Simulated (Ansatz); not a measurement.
A calculation with Ansatz (development build ahead of 0.2.0).

```yaml
crystal:
  periodic: [false, false, false]
  atoms:
    - { symbol: Be, position_ang: [0.0, 0.0, 0.0] }
basis:
  gaussian: { orbitals: cc-pVTZ }
hamiltonian:
  xc: hf
correlation:
  method: mp2
  frozen_orbitals: { Be: 0 }
```

The input is written out in the form of the current development build from the run's settings.

Results

```json
{
 "Converged": "yes",
 "Reference energy": "-14.57287 hartree",
 "Correlation energy": "-0.03356 hartree",
 "Total energy": "-14.60644 hartree"
}
```
